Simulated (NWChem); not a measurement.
Species: BGeH4OF; SMILES O[B](F)[GeH3]

```xyz
8

B      0.0519     1.0210    -0.0007
F     -1.0803     1.7322     0.0019
Ge    -0.0182    -1.0517    -0.0003
H     -0.7145    -1.5674     1.2742
H     -0.8317    -1.5681    -1.2027
H      1.3887    -1.6692    -0.0651
O      1.2269     1.6732    -0.0009
H      1.1171     2.6345     0.0016
```
Atoms are numbered in this order, from 1.

Program: NWChem. Pople sets run with spherical d functions. STO-3G and 3-21G are far too small for this property and stand as cheap habits. Structure relaxed at the PBE0/def2-SVP level. Field at 589 nm.

```tsv
level	isotropic polarisability (bohr³)	anisotropy (bohr³)
B3LYP/STO-3G	22.6	14.1
B3LYP/6-31G*	42.8	15.5
B3LYP/def2-SVP	___	13.9
B3LYP/def2-SVPD	54.7	15.2
B3LYP/aug-cc-pVDZ	55.3	15.7
```

Problem. Complete the blanks.

Solution. 
- B3LYP/def2-SVP, isotropic polarisability (bohr³): 45.9
